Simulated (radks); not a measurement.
The numbers below are computed, except where a source is named.
Polarisability of the titanium ion Ti2+, [Ar] 3d2, at imaginary frequency. Level of theory: non-relativistic Kohn-Sham, LDA (Slater exchange, VWN5 correlation), spin-polarised, spherical densities, point nucleus; open shells are filled with parallel spins first (a radial shooting solver on a logarithmic mesh with Libxc functionals). Response by self-consistent Sternheimer equations with the Hartree and adiabatic LDA kernel.

w (hartree),alpha1(iw) (bohr^3)
0.00266,5.149
0.0143,5.144
0.0360,5.118
0.0697,5.035
0.118,4.848
0.186,4.515
0.280,4.043
0.413,3.490
0.605,2.905
0.892,2.293
1.35,1.647
2.12,1.011
3.59,0.4918
6.94,0.1746
17.5,0.03819

Static values: alpha1 = 5.149 bohr^3 (0.7630 angstrom^3; uncoupled 6.449). C6 = 15.45, triple-dipole C9 = 51.32 atomic units. One-pole (London) frequency 4 C6 / (3 alpha1^2) = 0.777 hartree, against 0.762 for minus the highest occupied eigenvalue. The dipole shielding factor is 0.909, as the force sum rule N/Z = 0.909 demands.
